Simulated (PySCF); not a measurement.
Compound: [ReO4]- (charge -1 and singlet state).
Z-matrix (Å and degrees, PBE0-D3(BJ)/def2-SVP geometry), rows numbered from 1:
```
Re
O   1  1.7292
O   1  1.7290  2  109.41
O   1  1.7294  2  109.50  3  -119.96
O   1  1.7291  2  109.51  3   119.93
```

Computed, not measured: PBE0-D3(BJ)/def2-SVP geometry optimisation, gas phase, def2 core potentials past Kr in PySCF 2.14.0.

Masses are those of the commonest isotopes; rigid-rotor values at the optimised geometry. 

Task: What are A, B and C (MHz)?

Result: Ia = 127.48, Ib = 127.51, Ic = 127.61 u·Å²; 505379 MHz·u·Å²/I gives A = 3964, B = 3963, C = 3960 MHz.

Task: Classify the top.

Result: A spherical top, as the point group Td requires three equal moments; the computed ones differ by 0.10 % because the geometry is symmetric only within the optimiser's tolerance.

The point group Td allows no dipole (computed: 0.00 D (about the centre of mass, as the species is charged)), so a rigid rotor has no electric-dipole lines.

Task: Estimate the classical rotational partition function at 25 K, 200 K and 500 K.

Result: Point group Td, symmetry number σ = 12; q = (√π/σ)·√((kT/h)³/(ABC)), k/h = 20836.6 MHz/K: 223 at 25 K, 5040 at 200 K, 19900 at 500 K.

No PBE0-D3(BJ)/def2-SVP frequencies stand behind this structure, so it isn't proved a minimum. The geometry's basis has no diffuse functions, a weakness for an anion. Constants of a rigid frame at the computed geometry: no zero-point averaging, no centrifugal distortion.
